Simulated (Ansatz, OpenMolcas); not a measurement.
# C2F6O (SMILES FC(F)(F)OC(F)(F)F): methods side by side

C2F6O, singlet, SMILES `FC(F)(F)OC(F)(F)F`. Each level relaxes the structure for itself.

Quantity: the zero-point energy at each level's own minimum, in kJ/mol. The values are calculated.

```csv
level,kind,program,value (kJ/mol)
HF/STO-3G,Hartree–Fock,Ansatz,97.6
HF/3-21G,Hartree–Fock,OpenMolcas,99.2
HF/6-31G* (Cartesian functions),Hartree–Fock,Ansatz,100.8
PBE/def2-SVP,GGA,Ansatz,87.0
B3LYP/6-31G* (Cartesian functions),global hybrid,Ansatz,89.7
PBE0-D4/def2-TZVP,global hybrid,Ansatz,90.6
```

Harmonic and unscaled. The values span 87.0 to 100.8 kJ/mol.
